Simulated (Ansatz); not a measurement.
The first iterations of a band of CH$_{7}$NSi$_{2}$ (11 atoms, charge 0, multiplicity 1).

These are results of UKS B3LYP-D4/def2-SVP (Ansatz), not measurements.

```json
{
 "movable images": "5",
 "climbing image": "yes",
 "spring": "5.0 eV/Å²",
 "optimiser": "quadratic models (default)",
 "start path": "through a guess of the saddle point",
 "force threshold": "0.03 eV/Å",
 "iteration limit": "60",
 "end points": "relaxed"
}
```

Initial state:

```xyz
11
Properties=species:S:1:pos:R:3
C -0.624 1.436 -0.340
N -0.085 0.127 -0.038
Si 0.187 -0.925 1.335
Si 0.743 -1.196 -0.832
H -1.010 1.477 -1.372
H -1.461 1.684 0.334
H 0.134 2.235 -0.237
H -1.020 -1.513 1.992
H 1.135 -0.460 2.393
H -0.039 -1.990 -1.827
H 2.106 -0.932 -1.388
```

Final state:

```xyz
11
Properties=species:S:1:pos:R:3
C -0.618 1.190 -0.076
N -0.531 -0.253 0.185
Si 0.464 -1.038 1.784
Si 0.844 -1.332 -0.500
H -1.027 1.393 -1.080
H -1.252 1.684 0.678
H 0.388 1.627 -0.014
H -1.451 -0.689 0.109
H 1.442 0.140 1.695
H 0.179 -2.355 -1.366
H 1.627 -0.424 -1.394
```

| iteration | highest image above the first end (eV) | largest band force component (eV/Å) |
| --- | --- | --- |
| 1 | 4.611 | 7.913 |
| 2 | 3.137 | 3.986 |
| 3 | 2.526 | 1.700 |
| 4 | 2.393 | 0.674 |

Does the band converge within its limit, and where does its top end?

The forces met the threshold. It ended after 13 iterations with the highest image 2.286 eV above the first end. A vibrational analysis at the climbing image gives one clearly imaginary mode, 1246i cm⁻¹: a first-order saddle point. The orbitals stay closed-shell, which can raise the energy where a bond breaks towards radicals; this wasn't checked here.

Time of the run: 4 min on 2 threads of Arm Neoverse V1, on a shared host, peak memory 0.28 GiB.
